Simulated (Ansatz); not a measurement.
Calculated with Ansatz (gas phase, PBE0-D4/def2-TZVP geometries, no zero-point term in ΔE). CCSD(T)/CBS is the MP2 limit (def2-TZVPP, def2-QZVPP) plus CCSD(T) − MP2 in def2-TZVPP, frozen cores. DFT in def2-TZVPP. B3LYP here is the variant with VWN-RPA as its local correlation; programs differ in this. For Ge outer-core shells are correlated without core-valence functions, which leaves a few kJ/mol of doubt a bond. Scalar relativity is left out up to krypton. One conformer a species, not always the lowest.

`[AlH2][CH2][GeH3]` + `COC(N)O` → `N[CH](O)[GeH3]` + `CO[CH2][AlH2]`  (formal exchange of groups at a Ge–C bond)

Question: Is it downhill or uphill in electronic energy at CCSD(T)/CBS, and by how much? (Estimate.)

Answer: Ansatz gave: Uphill: ΔE = +131.3 kJ/mol.

Question: What do these levels give: B3LYP-D4, ωB97X-V, B3LYP, HF/def2-TZVPP, HF/def2-QZVPP, MP2/CBS(def2)? (An estimate is asked.)

Answer: Computed: B3LYP-D4 121.1, ωB97X-V 129.8, B3LYP 120.6, HF/def2-TZVPP 139.9, HF/def2-QZVPP 138.9, MP2/CBS(def2) 135.1 kJ/mol.

Largest T1 diagnostic among the species: 0.011.

From PBE to PBE0 (25 % exact exchange), in def2-TZVPP and without D4, ΔE moves by +9.9 kJ/mol.
